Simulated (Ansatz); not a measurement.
A run for Ansatz (a first-principles code): R-BLYP/def2-TZVPP on C2H2O2 (SMILES O=CC=O), a point of a torsion scan.

Ansatz 0.2 input:
```yaml
crystal:
  periodic: [false, false, false]
  atoms:
    - {symbol: O, position_ang: [1.53149660, -0.07778307, -0.91184044]}
    - {symbol: C, position_ang: [0.75512243, -0.06874725, -0.00562616]}
    - {symbol: C, position_ang: [-0.75063834, -0.02065629, -0.10362691]}
    - {symbol: O, position_ang: [-1.48280209, -0.93553863, -0.32939353]}
    - {symbol: H, position_ang: [1.08334842, -0.05927219, 1.05762669]}
    - {symbol: H, position_ang: [-1.12832701, 1.00574724, 0.10170110]}
basis:
  gaussian:
    orbitals: def2-TZVPP
hamiltonian:
  xc: {name: BLYP}
scf: {lower_state_search: off}
```

The log:

```
WARN ansatz: RAYON_NUM_THREADS=1 ignored (pool sized by the plan → 1); use --threads N
Functional definition: BLYP
these checks for a lower state are left out or cut short: stability, starts, cluster_reference, orbital_swaps, neighbouring_geometries, increment
integrals: 0.05 GiB planned
780 factors; their error is unknown
mean field: 0.43 GiB planned
mean field evaluation 1: about -6193.7245 eV, gradient 6.3e1 eV
mean field evaluation 2: about -6165.0167 eV, gradient 1.4e2 eV
mean field evaluation 4: about -6200.5035 eV, gradient 7.2e0 eV
mean field evaluation 8: about -6200.6081 eV, gradient 4.4e-1 eV
mean field evaluation 16: about -6200.6084 eV, gradient 1.0e-5 eV
mean field -6200.60838854 eV, -227.8681553554 hartree, gradient 5.4e-6 eV, S^2 0.000000; 0 other end points of the search recorded, 0 dependent functions left out
reference -6200.60867490 eV, -227.8681658790 hartree; 15, 15 occupied and 137, 137 virtual orbitals, 780 factors
Total energy: -6200.60867490 eV, -227.8681658790 hartree
Checks for a lower state left out: stability, starts, cluster_reference, orbital_swaps, neighbouring_geometries, increment
```

The run converged.

Cost: about 1.7 core-seconds (a rough figure).
